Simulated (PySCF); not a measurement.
## Ionisation energy of Xe⁺ by level of theory

Xe⁺ [Kr] 4d10 5s2 5p5 (2P) → Xe²⁺ [Kr] 4d10 5s2 5p4 (3P), as a difference of total energies. All numbers are calculated (PySCF 2.14, a scalar-relativistic core potential, in def2-TZVPPD with the def2 core potential (28 electrons) (7s6p4d2f, 59 functions)). Correlated levels: valence: 4s2 4p6 4d10 frozen. The calculations carry no spin-orbit coupling.

```csv
method,ionisation energy (eV)
UHF,20.073
MP2 (valence),20.769
SCS-MP2 (valence),20.768
CCSD (valence),20.790
CCSD(T) (valence),20.817
```

**Question.** How much does correlation contribute at CCSD(T) (valence)?

**Answer.** 20.817 − (20.073) = 0.744 eV, measured against UHF.

The reference lies between the lowest fine-structure levels, while these numbers refer to the centres of the terms.

Errors of the correlated levels include the incompleteness of this basis and the frozen core.

For comparison: 20.975 eV (semi-empirical (NIST evaluation); NIST Atomic Spectra Database, ionization energies).
